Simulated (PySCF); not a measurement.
B(F)(OH)(OSiH3) (BFH4O2Si), SMILES OB(F)O[SiH3]. Heavy atoms are numbered as in [B:1]([F:2])([OH:3])[O:5][SiH3:6]. Hydrogens are named by the atom that carries them.

Coordinates come from a B3LYP-D3(BJ)/def2-SVP optimisation. This is a generated structure with no PubChem entry under its InChIKey; it may be hypothetical. Other conformers were not sampled.

These are PBE/pcSseg-1 run with PySCF values and carry that method's errors.

GIAO shieldings, no solvent; atoms alike by connectivity are averaged. δ = σ(ref) − σ: ¹¹B against BF3 (σ = 83.9 ppm); ¹⁹F against CFCl3 (σ = 133.6 ppm); ¹⁷O against H2O (σ = 334.3 ppm); ¹H against TMS (σ = 31.49 ppm); ²⁹Si against TMS (σ = 335.4 ppm), references at their B3LYP-D3(BJ)/def2-TZVP geometries, non-relativistic.

```tsv
atoms	nucleus	count	δ (ppm)
B1	¹¹B	1	3.7
F2	¹⁹F	1	[?]
O3 (OH)	¹⁷O	1	98.2
O5	¹⁷O	1	[?]
H on Si6	¹H	3	5.40
H on O3	¹H	1	[?]
Si6 (SiH3)	²⁹Si	1	-32.4
```

Problem. Some entries are withheld; supply them. (An estimate is asked for; the answer gives what the named calculation found.)

Solution. 
- O5, δ (ppm): 69.2
- F2, δ (ppm): -153.4
- H on O3, δ (ppm): 3.54
